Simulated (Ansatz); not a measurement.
Isolated molecules relaxed with PBE0-D4/def2-TZVP in Ansatz; ΔE leaves out vibrations. CBS: MP2 limit from def2 TZ/QZ plus the TZ coupled-cluster correction, frozen cores. DFT in def2-TZVPP. B3LYP here is the variant with VWN-RPA as its local correlation; programs differ in this. For Ge outer-core shells are correlated without core-valence functions, which leaves a few kJ/mol of doubt a bond. Scalar relativity is left out up to krypton. One conformer a species, not always the lowest.

`[CH3][GeH2][AlH][C]#N` + `OCS` → `[CH3][GeH2][CH2]S` + `N#[C][AlH][OH]`  (formal exchange of groups at a Ge–Al bond)

| level | ΔE (eV) |
| --- | --- |
| PBE-D4 | -1.76 |
| PBE | -1.73 |
| PBE0 | -1.79 |
| B3LYP | -1.88 |
| CCSD(T)/def2-TZVPP | -2.02 |
| SCS-MP2/def2-QZVPP | -2.13 |
| HF/CBS(def2) | -1.96 |
| MP2/CBS(def2) | -2.19 |

(1) What does CCSD(T)/CBS give? (Best estimate.)

Largest T1 diagnostic among the species: 0.014.

Results:

(1) The calculation gave: -2.03 eV. The listed levels differ from it by 0.27, 0.30, 0.24, 0.15, 0.01, -0.10, 0.07, -0.16 eV.

From PBE to PBE0 (25 % exact exchange), in def2-TZVPP and without D4, ΔE moves by −0.06 eV. The D4 term adds −0.05 eV with B3LYP and −0.03 eV with PBE0; it sums over pairs of atoms, weighted by their polarisabilities, and B3LYP, whose exchange is more repulsive, gets the larger term.
